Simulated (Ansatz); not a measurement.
`[ZnH][SiH]1[SiH2][Te]1`, charge 0, multiplicity 1.

Question: Give a relaxed structure at PBE0-D4/def2-TZVP (Ansatz 0.2.0). (An estimate is asked.)

Answer: Computed: 
Cartesian coordinates in Å:
```
Zn -1.186 -1.874 -1.045
Si 0.292 -0.059 -0.859
Si 0.229 1.270 0.997
Te 1.874 -0.592 1.078
H -2.132 -3.100 -1.065
H 1.020 0.539 -2.013
H 0.806 2.635 0.956
H -0.903 1.182 1.951
```
